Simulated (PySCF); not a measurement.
## Electronic structure of Mg²⁺ (magnesium, charge +2) at the UHF level

Configuration: [Ne], closed-shell 1S. Calculation: PySCF 2.14, in aug-cc-pVDZ-DK; the spin-free X2C one-electron Hamiltonian (Gaussian nucleus).

| Quantity | Value |
| --- | --- |
| Total energy | -199.128964 hartree |
| One-electron energy | -271.4487 hartree |
| Hartree (Coulomb) energy | 88.0272 hartree |
| Exchange energy | -15.7075 hartree |
| ⟨S²⟩ | 0.0000 |
| ⟨L²⟩ | 0.000 |
| Sum of ⟨r⟩ | 5.730 bohr |
| Sum of ⟨r²⟩ | 4.729 bohr² |
| Langevin diamagnetic susceptibility | -3.75 ×10⁻⁶ cm³/mol |
| Time after the integrals | 0.1 s of wall time on 1 thread of Intel(R) Xeon(R) Platinum 8259CL CPU @ 2.50GHz (shared host) |

```csv
shell,electrons,mean orbital energy (hartree),"rms radius, mean of both spins (bohr)"
1s,2,-49.86997,0.151
2s,2,-4.50207,0.754
2p,6,-3.01087,0.769
```
